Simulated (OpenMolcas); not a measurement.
# Mo²⁺: effect of the active space

| Quantity | Value |
| --- | --- |
| Program | OpenMolcas 26.06 |
| Method | CASSCF |
| Basis | ANO-R3 |
| Scalar Hamiltonian | X2C, finite nucleus |
| Spin-orbit coupling | RASSI with atomic mean-field integrals over the reference wave functions, term energies averaged over their components |

A. 4 electrons in 5 orbitals (4d); 2S+1 = 5 even, 5 roots; 2S+1 = 3 even, 45 roots; 2S+1 = 1 even, 50 roots; cost about 22 core-seconds
B. 4 electrons in 6 orbitals (4d 5s); 2S+1 = 5 even, 15 roots; 2S+1 = 3 even, 95 roots kept (CI in the orbitals of an earlier block); 2S+1 = 1 even, 90 roots kept (CI in the orbitals of an earlier block); cost of the order of 60 core-seconds

Energies in cm⁻¹ above 4d⁴ ⁵D₀, the measured ground level; measured values from Sugar and Musgrove, J. Phys. Chem. Ref. Data 17, 155 (1988).

```csv
Level,A,B,Measured
4d⁴ ⁵D₀,0.0,0.0,0.0
4d⁴ ⁵D₁,215,230,242
4d⁴ ⁵D₂,612,649,668
4d⁴ ⁵D₃,1151,1212,1224
4d⁴ ⁵D₄,1799,1883,1872
4d⁴ ³H₄,15808,16097,12680
4d⁴ ³P₀(1),16226,14995,11149
4d⁴ ³H₅,16289,16618,13276
4d⁴ ³H₆,16759,17120,13811
4d⁴ ³P₁(1),17441,16213,12510
4d⁴ ³F₃(1),18309,17961,13948
4d⁴ ³F₂(1),18389,17903,13929
4d⁴ ³F₄(1),18542,18228,14296
4d⁴ ³P₂(1),19324,18156,14358
4d⁴ ³G₃,20172,20276,15871
4d⁴ ³G₄,20578,20749,16283
4d⁴ ³G₅,20874,21133,16714
4d⁴ ¹I₆,24206,24956,20290
4d⁴ ³D₃,25444,25615,19488
4d⁴ ³D₂,25592,25685,19577
4d⁴ ³D₁,25836,26009,
4d⁴ ¹G₄(1),25851,26394,20612
4d⁴ ¹S₀(1),29579,30369,22990
4d⁴ ¹D₂(1),31233,29536,22806
```

Deviations, from unrounded energies. A percentage is the sum of absolute deviations over the sum of measured energies, with the sign that they share, or ± where signs differ.

```
                        Against measurement  Levels      A      B
             mean absolute deviation (cm-1)      22   3900   3800
      fine structure of the ground term (%)       4   -5.7   ±1.4
other terms of the ground configuration (%)      18  +29.2  +28.3
```

A, B lie about equally close to measurement. The largest miss of B in the table is 4d⁴ ¹S₀(1), by +7400 cm-1. The ranking rests on the paired levels alone, and a cruder setting can come out closer through cancelling errors.

Between A and B the level of the table that moves most is 4d⁴ ¹D₂(1), by 1700 cm-1 (lowest in B, highest in A).

Without dynamic correlation excited terms often stand tens of per cent too high (terms of higher spin than the ground term too low), and those without a measured partner can miss by more than the paired ones. Some levels mix across a computed gap that differs much from the measured one, so their mixing is not that of the real levels. Levels of configurations with an s electron are missing; early in the row they begin among the upper levels of the d shell and mix with terms of their name (holds for A). Terms from blocks run as CI alone lack orbitals of their own (holds for B). Configurations are named by rounded mean occupations; where the s occupation lies near a half they are strongly mixed, a name can repeat and a true partner stay unpaired (holds for B). Computed and measured levels are paired by configuration, term and J; levels that our copy of the source lacks, or whose pairing is in doubt (as where it misses far off the trend of its configuration), stay unpaired and out of the deviations. Only configurations of the active space appear. The table leaves out levels that lie high or whose names do not pair safely across all columns.

A number in round brackets counts repeated terms of one configuration in the order of the reference energies.
